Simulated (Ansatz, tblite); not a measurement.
Series [MoO3X]-: vertical IE (eV) at several levels, gas phase, relaxed structures; Ansatz, xTB through tblite. Core potentials for Mo in the def2 sets, no spin–orbit coupling. Raw xTB energies of ions are shifted by several eV. Names give formal oxidation states. The structures are stationary points that may keep the symmetry of their start. Remarks come from the PBE and PBE0 runs and from stability tests at other levels; not every state was tested. HOMO above LUMO (over both spins in singlets and doublets, within one spin in higher multiplets; at PBE or PBE0), or a gap under 0.15 eV within one spin, warns that the state may not be the lowest or that an electron is smeared out.

```tsv
species	state	geometry	GFN2-xTB	r2SCAN-D4/def2-TZVPD	PBE0-D4/def2-TZVPD	remarks
[MoO3Br]- (MoBrO3⁻)	singlet to doublet	r2SCAN-D4/def2-SVPD	10.40	5.44	5.62	gap within one spin near zero at PBE or PBE0 (neutral doublet)
[MoO3F]- (MoO3F⁻)	singlet to doublet	r2SCAN-D4/def2-SVPD	10.33	5.24	5.46	–
[MoO3Cl]- (MoClO3⁻)	singlet to doublet	r2SCAN-D4/def2-SVPD	10.25	5.42	5.61	gap within one spin near zero at PBE or PBE0 (neutral doublet)
[MoO3(OH)]- (MoO4H⁻)	singlet to doublet	PBE0-D4/def2-SVPD	9.71	4.94	5.13	–
[MoO3(NH2)]- (MoNO3H2⁻)	singlet to doublet	r2SCAN-D4/def2-SVPD	9.23	4.59	4.84	gap within one spin near zero at PBE or PBE0 (neutral doublet)
```

**Question.** Estimate the column for PBE-D4/def2-TZVPD.

**Answer.** [MoO3Br]- (MoBrO3⁻) 5.25; [MoO3F]- (MoO3F⁻) 5.11; [MoO3Cl]- (MoClO3⁻) 5.29; [MoO3(OH)]- (MoO4H⁻) 4.82; [MoO3(NH2)]- (MoNO3H2⁻) 4.46.

Over the 5 species that have every level, the mean is 9.99 at GFN2-xTB, 4.98 at PBE-D4/def2-TZVPD, 5.13 at r2SCAN-D4/def2-TZVPD, 5.33 at PBE0-D4/def2-TZVPD.
